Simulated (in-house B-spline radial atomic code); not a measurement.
Computed with a B-spline radial atomic code. Model: two electrons, singlet ground state, non-relativistic, full CI in B-splines with partial waves to l = 8 (at full coupling up to 3e-4 hartree above the limit, correlation up to 0.6 % small), density held at that of full coupling by Lieb maximisation.

Along the adiabatic connection the electron repulsion is scaled by a coupling λ while a local potential keeps the density fixed. At λ = 0 the system is the Kohn-Sham one and W equals the exchange energy; the exchange-correlation energy is the area under W between 0 and 1. The kinetic energy rises with λ as the electrons avoid each other, with dT/dλ = −λ dW/dλ.

Command:
```bash
python run_ac.py task.json out
```
Settings (lengths in bohr, energies in hartree):
```
potential              coulomb
strength               2.75
lmax                   8
```

Cost of the run: 6.6 s on 1 thread of Intel(R) Xeon(R) Processor @ 2.30GHz (shared host).

**W = mean repulsion less Hartree energy, and W of three functionals.**

Given: confinement point charge; nuclear charge 2.75; external potential -Z/r.

Computed: LDA exchange minus exact 208.52 millihartree; SCAN exchange minus exact -4.6957 millihartree.

```csv
coupling,W xc (hartree),W xc minus exchange (millihartree),kinetic minus Kohn-Sham (millihartree),LDA (PW92) W minus its exchange (millihartree),PBE W minus its exchange (millihartree),SCAN W minus its exchange (millihartree)
0,-1.4945,0,0,0,0,0
0.02,-1.4964,-1.894,0,-12.77,-1.82,-1.83
0.05,-1.4992,-4.713,0.1,-26.44,-4.57,-4.52
0.12,-1.5057,-11.192,0.7,-51.33,-11.02,-10.64
0.25,-1.5174,-22.866,2.8,-86.82,-22.93,-21.5
0.4,?,?,?,?,?,?
0.6,?,?,?,?,?,?
0.8,-1.5622,-67.626,26,-185.83,-69.88,-62.22
1,-1.5768,-82.257,39.2,-212.44,-85.42,-75.39
1.4,-1.6038,-109.26,71.5,-257.68,-114.22,-99.65
2,-1.6394,-144.89,131.8,-312.29,-152.44,-131.75
3,-1.6885,-193.99,253.6,-381.91,-205.67,-176.51
4.5,-1.7448,-250.27,462.5,-457.75,-268.1,-229.15
7,-1.8097,-315.18,829.9,-544.22,-343.43,-292.42
10,-1.8608,-366.26,1258.8,-614.21,-406.7,-344.41
```

(1) What belongs in the row 0.4?

(2) What belongs in the row 0.6?

(3) What is the PBE exchange minus exact?

**Energy parts, natural occupations and partial-wave weights.**

Computed: total energy -5.9983 hartree; exchange energy -1.4945 hartree; correlation energy -0.043105 hartree; kinetic part over minus potential part 0.47597; Hartree energy 2.9891 hartree; Kohn-Sham kinetic 5.9589 hartree; Lieb Oxford ratio E_xc over LDA exchange 1.1957.

```json
{"natural": "s", "occupation of the shell (electrons)": "1.9921"}
{"natural": "p", "occupation of the shell (electrons)": "0.0040798"}
{"natural": "s", "occupation of the shell (electrons)": "0.0033511"}
{"natural": "d", "occupation of the shell (electrons)": "0.00019108"}
{"natural": "p", "occupation of the shell (electrons)": "?"}
{"natural": "s", "occupation of the shell (electrons)": "6.4571e-05"}
```

(4) What belongs in the row p?

```
wave      weight
   s     0.99776
   p   0.0021174
   d  0.00010708
   f           ?
   g  3.5081e-06
```

(5) What belongs in the row f?

(6) What is the kinetic part of the DFT correlation energy?

(7) What is the initial slope twice GL2?

## Answers

(1) W xc (hartree): -1.5303; W xc minus exchange (millihartree): -35.787; kinetic minus Kohn-Sham (millihartree): 7; LDA (PW92) W minus its exchange (millihartree): -119.48; PBE W minus its exchange (millihartree): -36.34; SCAN W minus its exchange (millihartree): -33.36.

(2) W xc (hartree): -1.5467; W xc minus exchange (millihartree): -52.159; kinetic minus Kohn-Sham (millihartree): 15.2; LDA (PW92) W minus its exchange (millihartree): -155.41; PBE W minus its exchange (millihartree): -53.52; SCAN W minus its exchange (millihartree): -48.25.

(3) 22.071 millihartree.

(4) occupation of the shell (electrons): 0.00014101.

(5) weight: 1.5085e-05.

(6) 0.039152 hartree.

(7) -0.094984 hartree.

Half-way to full coupling W has made 53 % of its drop, against 50 % for a straight line, and second-order (GL2) theory, half the initial slope, overshoots the correlation energy by about 10 %: a moderate bend, as in light atoms. Over couplings 0 to 1 the errors in E_xc come to about +122 millihartree for LDA, +21 millihartree for PBE, -1.5 millihartree for SCAN, so SCAN is nearest. In LDA and PBE and SCAN the errors of exchange and correlation have opposite signs, so the sum is smaller than the larger of the two.
